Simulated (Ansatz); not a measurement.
Ansatz (an electronic-structure program) input for Cd(I)(GeH3) (CdGeH₃I), SMILES [GeH3][Cd][I], r2SCAN-D4/def2-SVP. 

Ansatz 0.2 input:
```yaml
crystal:
  periodic: [false, false, false]
  atoms:
    - {symbol: Cd, position_ang: [0.33425696, 0.39475772, 0.64880995]}
    - {symbol: I, position_ang: [-0.59551714, 0.85925716, -1.81589209]}
    - {symbol: Ge, position_ang: [0.44459932, -1.78826031, 1.83996011]}
    - {symbol: H, position_ang: [1.19748188, -2.83200265, 1.03810380]}
    - {symbol: H, position_ang: [1.01065497, -1.99085459, 3.21521085]}
    - {symbol: H, position_ang: [-0.91724022, -2.44181278, 1.96736544]}
basis:
  gaussian:
    orbitals: def2-SVP
hamiltonian:
  xc: r2scan
  dispersion: d4
relax: {f_tol: 0.002, max_steps: 200}
```

Output:

```
WARN ansatz: RAYON_NUM_THREADS=1 ignored (pool sized by the plan → 1); use --threads N
Functional definition: r2SCAN
integrals: 0.06 GiB planned
1149 factors; their error is unknown
mean field: 0.30 GiB planned
mean field evaluation 1: about -69228.2310 eV, gradient 2.9e1 eV
mean field evaluation 2: about -69223.0844 eV, gradient 4.9e1 eV
mean field evaluation 4: about -69230.7009 eV, gradient 2.9e0 eV
mean field evaluation 8: about -69230.7370 eV, gradient 3.5e-2 eV
mean field evaluation 16: about -69230.6997 eV, gradient 7.8e-6 eV
mean field -69230.69965359 eV, -2544.1812860157 hartree, gradient 7.8e-6 eV, S^2 0.000000; 0 other end points of the search recorded, 0 dependent functions left out
the calculation of the forces begins
reference -69230.69966486 eV, -2544.1812864301 hartree; 40, 40 occupied and 64, 64 virtual orbitals, 1149 factors
relax step   1: F+E_penalty+E_count = -69230.73122352 eV  Δ(F+E_penalty+E_count) = +0.000e0 eV  max|allowed force component| = 7.113e-1 eV/Å  Δτ_max = 0.0000 Å  (26 SCF iters, accepted)
these checks for a lower state are left out or cut short: starts, cluster_reference, orbital_swaps, neighbouring_geometries, increment
integrals: 0.06 GiB planned
1149 factors; their error is unknown
mean field: 0.30 GiB planned
mean field -69230.97846345 eV, -2544.1915320890 hartree, gradient 1.9e-5 eV, S^2 0.000000; 0 other end points of the search recorded, 0 dependent functions left out
the calculation of the forces begins
reference -69230.97847475 eV, -2544.1915325044 hartree; 40, 40 occupied and 64, 64 virtual orbitals, 1149 factors
relax step   2: F+E_penalty+E_count = -69231.00950479 eV  Δ(F+E_penalty+E_count) = -2.783e-1 eV  max|allowed force component| = 3.466e-1 eV/Å  Δτ_max = 0.1994 Å  (28 SCF iters, accepted)
these checks for a lower state are left out or cut short: starts, cluster_reference, orbital_swaps, neighbouring_geometries, increment
integrals: 0.06 GiB planned
1149 factors; their error is unknown
mean field: 0.30 GiB planned
mean field -69231.08330405 eV, -2544.1953849100 hartree, gradient 9.2e-6 eV, S^2 0.000000; 0 other end points of the search recorded, 0 dependent functions left out
the calculation of the forces begins
reference -69231.08331534 eV, -2544.1953853252 hartree; 40, 40 occupied and 64, 64 virtual orbitals, 1149 factors
relax step   3: F+E_penalty+E_count = -69231.11377084 eV  Δ(F+E_penalty+E_count) = -1.043e-1 eV  max|allowed force component| = 2.466e-1 eV/Å  Δτ_max = 0.1945 Å  (28 SCF iters, accepted)
these checks for a lower state are left out or cut short: starts, cluster_reference, orbital_swaps, neighbouring_geometries, increment
integrals: 0.06 GiB planned
1149 factors; their error is unknown
mean field: 0.30 GiB planned
mean field evaluation 32: about -69231.1144 eV, gradient 8.4e0 eV
mean field -69231.18029943 eV, -2544.1989494246 hartree, gradient 9.6e-6 eV, S^2 0.000000; 0 other end points of the search recorded, 0 dependent functions left out
the calculation of the forces begins
reference -69231.18031084 eV, -2544.1989498438 hartree; 40, 40 occupied and 64, 64 virtual orbitals, 1149 factors
relax step   4: F+E_penalty+E_count = -69231.21032487 eV  Δ(F+E_penalty+E_count) = -9.655e-2 eV  max|allowed force component| = 2.953e-1 eV/Å  Δτ_max = 0.1937 Å  (27 SCF iters, accepted)
these checks for a lower state are left out or cut short: starts, cluster_reference, orbital_swaps, neighbouring_geometries, increment
integrals: 0.06 GiB planned
1149 factors; their error is unknown
mean field: 0.30 GiB planned
mean field -69231.25479504 eV, -2544.2016870877 hartree, gradient 2.3e-5 eV, S^2 0.000000; 0 other end points of the search recorded, 0 dependent functions left out
the calculation of the forces begins
reference -69231.25480645 eV, -2544.2016875071 hartree; 40, 40 occupied and 64, 64 virtual orbitals, 1149 factors
relax step   5: F+E_penalty+E_count = -69231.28466118 eV  Δ(F+E_penalty+E_count) = -7.434e-2 eV  max|allowed force component| = 2.465e-1 eV/Å  Δτ_max = 0.1992 Å  (26 SCF iters, accepted)
these checks for a lower state are left out or cut short: starts, cluster_reference, orbital_swaps, neighbouring_geometries, increment
integrals: 0.06 GiB planned
1149 factors; their error is unknown
mean field: 0.30 GiB planned
mean field -69231.28747075 eV, -2544.2028878980 hartree, gradient 8.7e-6 eV, S^2 0.000000; 0 other end points of the search recorded, 0 dependent functions left out
the calculation of the forces begins
reference -69231.28748215 eV, -2544.2028883169 hartree; 40, 40 occupied and 64, 64 virtual orbitals, 1149 factors
relax step   6: F+E_penalty+E_count = -69231.31726922 eV  Δ(F+E_penalty+E_count) = -3.261e-2 eV  max|allowed force component| = 1.183e-1 eV/Å  Δτ_max = 0.1621 Å  (26 SCF iters, accepted)
these checks for a lower state are left out or cut short: starts, cluster_reference, orbital_swaps, neighbouring_geometries, increment
integrals: 0.06 GiB planned
1149 factors; their error is unknown
mean field: 0.30 GiB planned
mean field -69231.28959966 eV, -2544.2029661340 hartree, gradient 1.7e-5 eV, S^2 0.000000; 0 other end points of the search recorded, 0 dependent functions left out
the calculation of the forces begins
reference -69231.28961106 eV, -2544.2029665528 hartree; 40, 40 occupied and 64, 64 virtual orbitals, 1149 factors
relax step   7: F+E_penalty+E_count = -69231.31940947 eV  Δ(F+E_penalty+E_count) = -2.140e-3 eV  max|allowed force component| = 2.323e-2 eV/Å  Δτ_max = 0.0532 Å  (25 SCF iters, accepted)
these checks for a lower state are left out or cut short: starts, cluster_reference, orbital_swaps, neighbouring_geometries, increment
integrals: 0.06 GiB planned
1149 factors; their error is unknown
mean field: 0.30 GiB planned
mean field evaluation 64: about -69231.2885 eV, gradient 2.2e-4 eV
mean field -69231.28845734 eV, -2544.2029241545 hartree, gradient 1.5e-5 eV, S^2 0.000000; 0 other end points of the search recorded, 0 dependent functions left out
the calculation of the forces begins
reference -69231.28846874 eV, -2544.2029245734 hartree; 40, 40 occupied and 64, 64 virtual orbitals, 1149 factors
relax step   8: F+E_penalty+E_count = -69231.31825185 eV  Δ(F+E_penalty+E_count) = +1.158e-3 eV  max|allowed force component| = 1.431e-1 eV/Å  Δτ_max = 0.0122 Å  (28 SCF iters, rejected (line search))
these checks for a lower state are left out or cut short: starts, cluster_reference, orbital_swaps, neighbouring_geometries, increment
integrals: 0.06 GiB planned
1149 factors; their error is unknown
mean field: 0.30 GiB planned
mean field -69231.28963776 eV, -2544.2029675343 hartree, gradient 5.9e-5 eV, S^2 0.000000; 0 other end points of the search recorded, 0 dependent functions left out
the calculation of the forces begins
reference -69231.28964916 eV, -2544.2029679531 hartree; 40, 40 occupied and 64, 64 virtual orbitals, 1149 factors
relax step   9: F+E_penalty+E_count = -69231.31944677 eV  Δ(F+E_penalty+E_count) = -3.730e-5 eV  max|allowed force component| = 4.244e-4 eV/Å  Δτ_max = 0.0016 Å  (19 SCF iters, accepted)
integrals: 0.06 GiB planned
1149 factors; their error is unknown
mean field: 0.30 GiB planned
mean field -69231.28963776 eV, -2544.2029675343 hartree, gradient 5.9e-5 eV, S^2 0.000000; 1 other end points of the search recorded, 0 dependent functions left out
the calculation of the forces begins
reference -69231.28964916 eV, -2544.2029679531 hartree; 40, 40 occupied and 64, 64 virtual orbitals, 1149 factors
Total energy: -69231.31945816 eV, -2544.2040634138 hartree
Atom 0 at     0.007931    -0.218142     0.111505 Å, force     0.000107     0.000193    -0.000054 eV/Å
Atom 1 at    -0.403078     1.652209    -1.681565 Å, force    -0.000140     0.000390    -0.000424 eV/Å
Atom 2 at     0.403121    -2.016039     1.835687 Å, force    -0.000062    -0.000302     0.000161 eV/Å
Atom 3 at     1.327094    -3.112132     1.280529 Å, force     0.000090    -0.000071     0.000101 eV/Å
Atom 4 at     1.061226    -1.430038     3.095398 Å, force    -0.000051    -0.000156     0.000023 eV/Å
Atom 5 at    -0.922059    -2.674774     2.252004 Å, force     0.000056    -0.000054     0.000193 eV/Å
Dipole moment:     0.076756    -0.349341     0.334856 e Å
```

The run converged.

Cost: about 50 core-seconds (a rough figure).
